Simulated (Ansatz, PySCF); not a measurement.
Donor–acceptor adduct: GaH2I (SMILES [GaH2][I]) (first 4 atoms) with H2O (SMILES O); geometry from B3LYP-D3(BJ)/def2-TZVP.
(charge 0, multiplicity 1):
| atom | x (Å) | y (Å) | z (Å) |
|---|---|---|---|
| Ga | -0.0273 | -1.2065 | 1.5089 |
| I | -0.1618 | 1.0681 | 0.2849 |
| H | 1.3965 | -1.8371 | 1.4839 |
| H | -1.4106 | -1.9196 | 1.6619 |
| O | 0.0002 | -0.2135 | 3.4520 |
| H | 0.1647 | 0.7153 | 3.2200 |
| H | -0.8712 | -0.2394 | 3.8695 |

Interaction energies are E(AB) − E(A) − E(B) at the monomers' geometry in the complex; basis-set methods are counterpoise corrected.

Programs: Ansatz (a first-principles code) with Gaussian orbitals; PySCF for the dispersion terms. Each number belongs to the level named beside it. In def2 rows elements past Kr take small-core potentials, without spin–orbit coupling.

**Question.** One of these levels gives -20.45 kcal/mol for the interaction energy. Which one is it?
(A) r2SCAN-D3(BJ)/def2-TZVPPD
(B) B3LYP/def2-TZVPPD
(C) revPBE-D4/def2-TZVPPD
(D) PBE0/def2-TZVPPD

**Answer.** A, r2SCAN-D3(BJ)/def2-TZVPPD. The others give -16.46 (revPBE-D4/def2-TZVPPD), -15.05 (B3LYP/def2-TZVPPD), -18.05 (PBE0/def2-TZVPPD)
